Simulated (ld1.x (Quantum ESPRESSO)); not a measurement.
## Pseudopotential generation for lanthanum (La): TM semilocal, PBEsol, scalar-relativistic.

The input file (ld1.x (Quantum ESPRESSO) 7.5):

```
&input
   title='La', zed=57., rel=1, dft='PBESOL', iswitch=3,
   config='[Xe] 4f0 5d1 6s2 6p0',
   nld=4, rlderiv=2.90, eminld=-5.0, emaxld=5.0, deld=0.02
 /
 &inputp
   pseudotype=1, tm=.true., lloc=2,
   nlcc=.false.,
   file_pseudopw='La.pp', file_wfcaegen='ae.wfc', file_wfcncgen='nc.wfc'
 /
4
5S  1  0   2.00   0.00  2.65  2.65  0.0
5P  2  1   6.00   0.00  1.95  1.95  0.0
4F  4  3   0.00   0.00  1.85  1.85  0.0
5D  3  2   1.00   0.00  2.40  2.40  0.0
 &test
   configts(1)='4f0 5s2 5p6 5d1 6s2 6p0'
 /
```

Command:

```bash
ld1.x < La.in > La.out
```

Resulting log (shortened: banner, matrices, multipoles, cross overlaps and the repeated all-electron block are left out):

```
[... start of the log left out ...]
     Computing logarithmic derivative in   2.89568
     Computing the partial wave expansion
     R is outside the sphere for l=    0 j= 0.00
     R is outside the sphere for l=    1 j= 0.00
       no projector for channel:   2
     R is outside the sphere for l=    3 j= 0.00

     ---------------------- Testing the pseudopotential ----------------------

     La
     scalar relativistic calculation

     atomic number is 57.00   valence charge is 11.00
     dft =PBESOL   lsd =0 sic =0 latt =0  beta=0.20 tr2=1.0E-14
     mesh =1253 r(mesh) = 100.17801 xmin = -7.00 dx = 0.01250

     n l     nl             e AE (Ry)        e PS (Ry)    De AE-PS (Ry)
     4 3     4F   1( 0.00)       -0.32255       -0.32255        0.00000
     1 0     5S   1( 2.00)       -2.86261       -0.00000       -2.86261  !
     2 1     5P   1( 6.00)       -1.64630       -0.00000       -1.64630  !
     3 2     5D   1( 1.00)       -0.22803       -0.00000       -0.22803  !
     2 0     6S   1( 2.00)       -0.27231       -0.00001       -0.27230  !
     3 1     6P   1( 0.00)       -0.09838       -0.04487       -0.05351  !

     eps = 1.9E-02  iter =201

     Etot =  -16980.012292 Ry,   -8490.006146 Ha, -231024.836475 eV
     Etotps =   -20.127633 Ry,     -10.063816 Ha,    -273.850397 eV

     Ekin =      33.722736 Ry,      16.861368 Ha,     458.821203 eV
     Encl =     -72.968635 Ry,     -36.484318 Ha,    -992.788856 eV
     Ehrt =      21.587662 Ry,      10.793831 Ha,     293.715104 eV
     Ecxc =      -5.036325 Ry,      -2.518163 Ha,     -68.522698 eV
     Epseu=       2.566929 Ry,       1.283465 Ha,      34.924850 eV

     ---------------------- End of pseudopotential test ----------------------
```

The run took about 1.9 s on one core of a shared server CPU.
